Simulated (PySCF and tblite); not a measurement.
Results of a calculation; reference values are marked as such.
C9H8F2S2, numbered as in [CH3:1][CH2:2][c:3]1[cH:4][c:5]2[c:6]([CH:7]([F:8])[F:9])[cH:10][s:11][c:12]2[s:13]1.

Free energies: PBE0-D3(BJ)/6-31G* on GFN2-xTB structures plus GFN2-xTB thermal terms, symmetry and mirror images included. Conformers within 2.5 kcal/mol (GFN2-xTB free energy) were kept, 4 at most. GIAO shieldings: PBE0/6-31G*. Shifts are against TMS (¹H), TMS (¹³C), CFCl3 (¹⁹F) at the same level. Programs: PySCF with density fitting and tblite.

Torsions listed: C1–C2–C3–S13, C5–C6–C7–F8. Of a mirror pair one member is shown.

```
conformer        shape   symmetry  E(GFN2) kcal/mol  E(DFT) kcal/mol
        1    -72°, 59°  C1 (pair)              0.26             0.00
        2   72°, -149°  C1 (pair)              0.00             1.50
        3  -72°, -147°  C1 (pair)              0.01             1.57
```

Question: How much do the weights at 298.15 K and the averaged shift of H10 depend on how the conformers are weighted?

Answer: 
```tsv
weighting	1 (%)	2 (%)	3 (%)	δ (ppm)	rms dipole (D)
DFT energy with thermal terms, symmetry and mirror images (full scheme)	82	10	8	7.00	1.16
DFT energy with symmetry and mirror images	87	7	6	6.97	1.03
bare DFT energy	87	7	6	6.97	1.03
GFN2-xTB energy with symmetry and mirror images	25	38	37	7.31	2.12
GFN2-xTB free energy	18	41	40	7.35	2.20
leading conformer alone	100	0	0	6.90	0.60
equal weights	33	33	33	7.27	2.00
full scheme, search stopped after three starts	91	0	9	6.95	0.94
```

The largest departure from the full scheme, 0.35 ppm, comes with: GFN2-xTB free energy.


Conformer gaps in 6-31G* on xTB geometries can be 2 kcal/mol off for S=O, P=O and other polar bonds.